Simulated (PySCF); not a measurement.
## Sc⁺: ionisation energy

Sc⁺ [Ar] 3d1 4s1 (3D) → Sc²⁺ [Ar] 3d1 (2D), as a difference of total energies. Computed with PySCF 2.14 in aug-cc-pVTZ with one added diffuse shell each of s, p, d, f, g type (9s8p6d4f3g, 118 functions), with the non-relativistic Hamiltonian (point nucleus). Correlated levels: valence: [Ar] frozen. The calculations carry no spin-orbit coupling.

Order these methods by the ionisation energy they give, lowest first.
A. UHF
B. PBE
C. r2SCAN
D. MP2 (valence)

A (12.157 eV), D (12.247 eV), C (12.816 eV), B (13.048 eV).

These non-relativistic numbers lack the scalar-relativistic shift.

Errors of the correlated levels include the incompleteness of this basis and the frozen core.

For comparison: 12.800 eV (measured; NIST Atomic Spectra Database, ionization energies).
